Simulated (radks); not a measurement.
Task: Successive ionisation energies (eV) of one element, from differences of total energies of ions in their ground configurations, starting at charge 0: 5.339, 10.836, 29.648, 48.902, 70.833, 84.468, 98.293, 118.59, 133.93, 149.44, 179.28, 207.80, 237.74, 249.40, 270.57, 315.70, 349.55, 523.74, 559.66, 596.10, 633.01, 670.33. All-electron calculation, non-relativistic Kohn-Sham, PBE, spin-polarised, spherical densities, point nucleus; open shells are filled with parallel spins first (spin-orbit coupling, left out, can overturn this in heavy ions); relativity is left out, which matters for an element this heavy. Program: a radial shooting solver on a logarithmic mesh with Libxc functionals. Which element is it?

Result: Europium (Z = 63). The first species listed is Eu in [Xe] 4f7 6s2, the last Eu21+ in [Kr] 4d6.
